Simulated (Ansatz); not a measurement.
C2H8GaNO, SMILES `C[O][Ga]([CH3])[NH2]`. Charge 0, multiplicity 1.

```xyz
13

C     1.480   -0.024   -1.736
O     0.136   -0.161   -1.369
Ga   -0.412   -0.009    0.332
C    -2.308   -0.233    0.713
N     0.914    0.344    1.521
H     2.124   -0.782   -1.268
H     1.889    0.964   -1.482
H     1.567   -0.146   -2.821
H    -2.900    0.337   -0.004
H    -2.556    0.099    1.722
H    -2.585   -1.284    0.616
H     0.771    0.455    2.510
H     1.881    0.440    1.267
```

List the harmonic frequencies (cm⁻¹, unscaled) at PBE0-D4/def2-TZVP in Ansatz. (An estimate is asked.)

Computed: 9i, 56, 98, 113, 143, 149, 218, 266, 380, 572, 623, 695, 707, 730, 772, 1137, 1179, 1201, 1235, 1450, 1453, 1478, 1494, 1496, 1560, 2977, 3025, 3064, 3070, 3148, 3160, 3623, 3729.
